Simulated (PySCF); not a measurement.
Species: C₂H₄Br₂.
Geometry (PBE0-D3(BJ)/def2-SVP, Å), atoms numbered from 1 in this order:
```xyz
8
C2H4Br2 angstrom
Br    -2.302   -0.148    0.099
C     -0.500    0.551   -0.116
C      0.500   -0.551    0.116
Br     2.302    0.148   -0.099
H     -0.385    1.367    0.609
H     -0.434    0.956   -1.134
H      0.434   -0.956    1.134
H      0.385   -1.367   -0.609
```

Method: MP2 and CCSD/aug-cc-pVDZ in PySCF, restricted Hartree–Fock reference, 20 core orbitals frozen, non-relativistic, gas phase, PBE0-D3(BJ)/def2-SVP geometry.

E(HF) = -5222.85467 Eh.

(1) How large is the problem?

(2) What are the MP2 and CCSD correlation energies?

(3) What is the T1 diagnostic?

Results:

(1) 154 basis functions and 86 electrons; 20 orbitals frozen, which leaves o = 23 correlated occupied and v = 111 virtual orbitals. That is o·v = 2553 singles and o·v(o·v + 1)/2 = 3260181 distinct closed-shell doubles amplitudes before symmetry; the costliest CCSD step grows as o²v⁴ = 8.0 × 10^10.

(2) MP2 -0.5823 Eh and CCSD -0.6231 Eh, which gives totals of -5223.43694 and -5223.47775 Eh. That is 0.369 eV for each correlated electron at CCSD (1636 kJ/mol in all, 0.012 % of the total energy); MP2 gives 93.5 % of the CCSD value.

(3) 0.0078, below the customary warning level of 0.02. It is the norm of the spatial-orbital singles amplitudes over the root of the number of correlated electrons, so the norm is 0.053.

No triples correction and no basis-set extrapolation were made.

The job also held the EOM ionisation roots. Time: 6.5 min of wall time; peak memory 2.6 GiB. Hardware: one thread, Arm Neoverse V1 (aarch64), on a shared host.

One conformer stands for the species.
